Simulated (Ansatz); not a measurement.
System: TiH, charge 0, multiplicity 4. The spin state was set by rule; other spins were not relaxed. SMILES: [TiH]
Coordinates optimised at B3LYP-D3(BJ)/def2-TZVP (Ansatz, a program for electronic structure):
```
Ti
H 1 1.7615
```
Charge 0, spin multiplicity 4.

Computed values are from Ansatz. Cores are frozen in the correlated levels unless marked. UHF or UKS for open shells. No spin-orbit coupling. The frozen core is the preceding noble-gas configuration, with the filled d and f shells of earlier blocks. No relativistic terms. CBS(X,Y): correlation extrapolated as X^-3; Hartree-Fock from the larger set.

The T1 diagnostic of CCSD in the largest basis is 0.058, which is high, so the coupled-cluster rows are less sure than usual.

Question: What is the dipole moment at CCSD(T)/def2-SVPD?

Answer: 1.93 D.

Question: What is the vertical ionisation energy (to the triplet) at CCSD(T)/CBS(def2-TZVPPD,def2-QZVPPD)?

Answer: 6.33 eV.

Question: What is the total energy at CCSD(T)/CBS(def2-TZVPPD,def2-QZVPPD)?

Answer: -849.0502 Eh.

Question: What is the atomisation energy De at CCSD(T)/CBS(def2-TZVPPD,def2-QZVPPD)?

Answer: 210.3 kJ/mol.
